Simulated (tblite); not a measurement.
C₄H₈Se₂Si.
Atom-mapped SMILES: `[CH:1]#[C:2][CH2:3][CH2:4][Se:5][Se:6][SiH3:7]` (hydrogens: H8 on C1; H9, H10 on C3; H11, H12 on C4; H13, H14, H15 on Si7)

Computed with GFN2-xTB (tblite), gas phase: L-BFGS steps from a force-field or distance-geometry start until the largest atomic force falls under 0.01 eV/Å.

Step 25: E = -563.3380 eV
```
atom  x, y, z in Å  |  force x, y, z in eV/Å
C1     -3.1923   -1.6508    0.7441    0.002   0.006  -0.010
C2     -2.6436   -0.7146    0.2409   -0.029  -0.026   0.015
C3     -1.9596    0.4021   -0.3739   -0.020  -0.009  -0.010
C4     -0.8368   -0.0591   -1.2965   -0.006   0.070   0.031
Se5     0.5828   -1.0620   -0.3504   -0.019  -0.114  -0.007
Se6     1.5201    0.7093    0.8065   -0.011   0.078   0.065
Si7     3.7024    0.6841    0.0671    0.052   0.005  -0.019
H8     -3.6877   -2.4579    1.1923   -0.005  -0.043   0.015
H9     -1.5661    1.0505    0.4187    0.076  -0.017  -0.056
H10    -2.6807    0.9782   -0.9624   -0.007   0.052  -0.006
H11    -0.3537    0.7961   -1.7715    0.000   0.023  -0.055
H12    -1.2110   -0.7405   -2.0623    0.009  -0.022   0.024
H13     4.4808   -0.0533    1.0574    0.016   0.005   0.007
H14     3.7657    0.0335   -1.2357   -0.058   0.005  -0.011
H15     4.0751    2.0924   -0.0018    0.000  -0.013   0.017
```

Step 26: E = -563.3394 eV
```
atom  x, y, z in Å  |  force x, y, z in eV/Å
C1     -3.1914   -1.6528    0.7441    0.023   0.053  -0.032
C2     -2.6430   -0.7160    0.2405   -0.033  -0.037   0.022
C3     -1.9595    0.4019   -0.3753    0.001  -0.016  -0.004
C4     -0.8351   -0.0584   -1.2983   -0.035   0.090   0.049
Se5     0.5786   -1.0637   -0.3468    0.002  -0.078   0.004
Se6     1.5182    0.7120    0.8077   -0.019   0.056   0.054
Si7     3.6999    0.6851    0.0677    0.083  -0.006  -0.014
H8     -3.6889   -2.4583    1.1930    0.001  -0.041   0.011
H9     -1.5586    1.0482    0.4154    0.050  -0.017  -0.038
H10    -2.6839    0.9818   -0.9570    0.022   0.032  -0.015
H11    -0.3510    0.7956   -1.7756   -0.009   0.012  -0.031
H12    -1.2078   -0.7401   -2.0625   -0.011  -0.053  -0.014
H13     4.4812   -0.0544    1.0574   -0.009   0.025  -0.019
H14     3.7597    0.0336   -1.2360   -0.056   0.015   0.008
H15     4.0774    2.0935   -0.0019   -0.011  -0.035   0.019
```

Task: Estimate the geometry and energy of step 27. (The exact step hangs on the optimiser's Hessian estimate; all steps are aligned on step 26, rigid shifts and turns removed.)

Result: E = -563.3404 eV, largest force 0.075 eV/Å
```
atom  x, y, z in Å  |  force x, y, z in eV/Å
C1     -3.1909   -1.6543    0.7439    0.021   0.057  -0.033
C2     -2.6429   -0.7171    0.2401   -0.022  -0.023   0.017
C3     -1.9598    0.4018   -0.3762    0.014  -0.011  -0.001
C4     -0.8348   -0.0568   -1.2992   -0.039   0.056   0.032
Se5     0.5751   -1.0663   -0.3439    0.015  -0.018   0.016
Se6     1.5166    0.7147    0.8097   -0.013   0.019   0.028
Si7     3.6997    0.6858    0.0679    0.066  -0.014  -0.003
H8     -3.6897   -2.4592    1.1936    0.012  -0.027   0.002
H9     -1.5520    1.0462    0.4122    0.025  -0.013  -0.013
H10    -2.6860    0.9849   -0.9533    0.038   0.016  -0.017
H11    -0.3492    0.7955   -1.7795   -0.019   0.002  -0.004
H12    -1.2057   -0.7404   -2.0623   -0.019  -0.056  -0.024
H13     4.4817   -0.0546    1.0571   -0.015   0.029  -0.026
H14     3.7543    0.0340   -1.2360   -0.053   0.016   0.009
H15     4.0790    2.0936   -0.0016   -0.012  -0.034   0.018
```

The energy changes by -0.0010 eV. The first-order estimate −F·Δx gives -0.0014 eV and the mean of the old and new forces, exact on a quadratic surface, -0.0010 eV. The step makes an angle of 64° with the force vector and moves no atom by more than 0.008 Å.

What follows is the cost of the whole relaxation. The run took 1.2 s on one thread of an Intel Xeon (shared host).
